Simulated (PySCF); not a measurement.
**Trend along group 13: MO molecules**

PBE with triple-zeta basis sets in PySCF, for the lowest determinant that a PBE0 search found; no spin–orbit coupling. De refers to high-spin ground-configuration atoms. A positive dipole means M(−)O(+).

```tsv
M	basis	state (unpaired electrons)	Re (Å)	ωe (cm⁻¹)	De (eV)	μ (D)
B	x2c-TZVPPall	doublet (σ ↑)	1.214	1843	8.97	-2.15
Al	def2-TZVPP	doublet (σ ↑)	1.633	957	5.70	-4.00
Ga	def2-TZVPP	doublet (σ ↑)	1.711	757	4.80	-3.55
Tl	x2c-TZVPPall	doublet (π ↑)	2.204	435	3.60	-3.45
```

The shortest bond is that of BO (1.214 Å), the longest that of TlO (2.204 Å). BO is bound most strongly (8.97 eV) and TlO least (3.60 eV).

The rows differ in basis set, which adds steps of its own.

The state changes along the series, so neighbouring rows are not always alike in their bonding.

These are scalar-relativistic numbers at best; spin–orbit coupling would shift them, the dissociation energy most. States were picked by a PBE0 search and need not be the measured ground states.
